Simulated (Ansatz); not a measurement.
Ansatz (a quantum-chemistry and plane-wave program) input (HF/6-31G*):

Ansatz 0.2 input:
```yaml
crystal:
  periodic: [false, false, false]
  atoms:
    - {symbol: C, position_ang: [1.98566200, 0.17647900, 0.05181000]}
    - {symbol: O, position_ang: [0.86744100, -0.54529000, -0.16547200]}
    - {symbol: B, position_ang: [-0.42754500, -0.08629000, -0.02575100]}
    - {symbol: C, position_ang: [-1.56009400, -1.12309100, -0.33823400]}
    - {symbol: C, position_ang: [-0.71193700, 1.39541600, 0.42228900]}
    - {symbol: H, position_ang: [1.91889000, 1.20760200, 0.36350000]}
    - {symbol: H, position_ang: [2.91665100, -0.34211900, -0.10564400]}
    - {symbol: H, position_ang: [-1.18210400, -2.10198100, -0.63437800]}
    - {symbol: H, position_ang: [-2.21269900, -0.74721600, -1.13406800]}
    - {symbol: H, position_ang: [-2.21141500, -1.25120500, 0.53348400]}
    - {symbol: H, position_ang: [-1.77809100, 1.61250500, 0.48872100]}
    - {symbol: H, position_ang: [-0.26805500, 2.11479100, -0.27461500]}
    - {symbol: H, position_ang: [-0.26676600, 1.60856200, 1.40034600]}
basis:
  gaussian:
    orbitals: 6-31G*
hamiltonian:
  xc: {name: HF}
magnetization: {spin_polarized: true, initial_magnetization: 1}
relax: {f_tol: 0.003, max_steps: 120}
```

From the output:

```
mean field -5927.09947819 eV, -217.8168882912 hartree, gradient 1.6e-5 eV, S^2 0.762188; 0 other end points of the search recorded, 0 dependent functions left out
the calculation of the forces begins
reference -5927.09947819 eV, -217.8168882912 hartree; 20, 19 occupied and 71, 72 virtual orbitals, 1070 factors
relax step   3: F+E_penalty+E_count = -5927.09947819 eV  Δ(F+E_penalty+E_count) = -3.255e-3 eV  max|allowed force component| = 4.979e-2 eV/Å  Δτ_max = 0.0067 Å  (34 SCF iters, accepted)
these checks for a lower state are left out or cut short: starts, cluster_reference, orbital_swaps, neighbouring_geometries, increment
integrals: 0.04 GiB planned
1070 factors; integrals over basis functions are off by at most 4.3e-4 eV
mean field: 0.40 GiB planned
mean field evaluation 32: about -5927.0996 eV, gradient 2.8e-4 eV
mean field -5927.09961067 eV, -217.8168931597 hartree, gradient 2.2e-5 eV, S^2 0.762193; 0 other end points of the search recorded, 0 dependent functions left out
the calculation of the forces begins
reference -5927.09961067 eV, -217.8168931597 hartree; 20, 19 occupied and 71, 72 virtual orbitals, 1070 factors
relax step   4: F+E_penalty+E_count = -5927.09961067 eV  Δ(F+E_penalty+E_count) = -1.325e-4 eV  max|allowed force component| = 1.361e-2 eV/Å  Δτ_max = 0.0040 Å  (31 SCF iters, accepted)
these checks for a lower state are left out or cut short: starts, cluster_reference, orbital_swaps, neighbouring_geometries, increment
integrals: 0.04 GiB planned
1070 factors; integrals over basis functions are off by at most 4.3e-4 eV
mean field: 0.40 GiB planned
mean field -5927.09962318 eV, -217.8168936195 hartree, gradient 2.9e-5 eV, S^2 0.762195; 0 other end points of the search recorded, 0 dependent functions left out
the calculation of the forces begins
reference -5927.09962318 eV, -217.8168936195 hartree; 20, 19 occupied and 71, 72 virtual orbitals, 1070 factors
relax step   5: F+E_penalty+E_count = -5927.09962318 eV  Δ(F+E_penalty+E_count) = -1.251e-5 eV  max|allowed force component| = 7.573e-3 eV/Å  Δτ_max = 0.0006 Å  (26 SCF iters, accepted)
these checks for a lower state are left out or cut short: starts, cluster_reference, orbital_swaps, neighbouring_geometries, increment
integrals: 0.04 GiB planned
1070 factors; integrals over basis functions are off by at most 4.3e-4 eV
mean field: 0.40 GiB planned
mean field -5927.09962509 eV, -217.8168936897 hartree, gradient 2.6e-5 eV, S^2 0.762195; 0 other end points of the search recorded, 0 dependent functions left out
the calculation of the forces begins
reference -5927.09962509 eV, -217.8168936897 hartree; 20, 19 occupied and 71, 72 virtual orbitals, 1070 factors
relax step   6: F+E_penalty+E_count = -5927.09962509 eV  Δ(F+E_penalty+E_count) = -1.912e-6 eV  max|allowed force component| = 1.642e-3 eV/Å  Δτ_max = 0.0004 Å  (26 SCF iters, accepted)
integrals: 0.04 GiB planned
1070 factors; integrals over basis functions are off by at most 4.3e-4 eV
mean field: 0.40 GiB planned
mean field -5927.09962509 eV, -217.8168936897 hartree, gradient 2.6e-5 eV, S^2 0.762195; 1 other end points of the search recorded, 0 dependent functions left out
the calculation of the forces begins
reference -5927.09962509 eV, -217.8168936897 hartree; 20, 19 occupied and 71, 72 virtual orbitals, 1070 factors
Total energy: -5927.09962509 eV, -217.8168936897 hartree
Atom 0 at     1.995811     0.172180     0.050506 Å, force     0.001537     0.000719     0.000232 eV/Å
Atom 1 at     0.867399    -0.542267    -0.164557 Å, force    -0.001642    -0.001463    -0.000449 eV/Å
Atom 2 at    -0.409178    -0.088477    -0.026426 Å, force    -0.000796    -0.000362    -0.000096 eV/Å
Atom 3 at    -1.563740    -1.126374    -0.339224 Å, force    -0.000361    -0.000196    -0.000098 eV/Å
Atom 4 at    -0.715751     1.407388     0.425910 Å, force     0.000104     0.000563     0.000130 eV/Å
Atom 5 at     1.939348     1.194913     0.359648 Å, force     0.000307     0.000362     0.000103 eV/Å
Atom 6 at     2.913596    -0.352181    -0.108686 Å, force     0.000319     0.000279     0.000079 eV/Å
Atom 7 at    -1.188918    -2.100517    -0.633930 Å, force     0.000094    -0.000204    -0.000060 eV/Å
Atom 8 at    -2.208901    -0.752721    -1.133775 Å, force     0.000264     0.000125     0.000212 eV/Å
Atom 9 at    -2.207621    -1.255624     0.530185 Å, force     0.000243     0.000217    -0.000076 eV/Å
Atom 10 at    -1.780387     1.607283     0.487144 Å, force    -0.000008     0.000020     0.000006 eV/Å
Atom 11 at    -0.286502     2.129613    -0.267301 Å, force    -0.000039    -0.000049     0.000045 eV/Å
Atom 12 at    -0.285217     1.624946     1.402492 Å, force    -0.000021    -0.000009    -0.000026 eV/Å
Dipole moment:     0.078106     0.221406     0.066854 e Å
```

The geometry given is a B3LYP-D3(BJ)/def2-TZVP minimum.
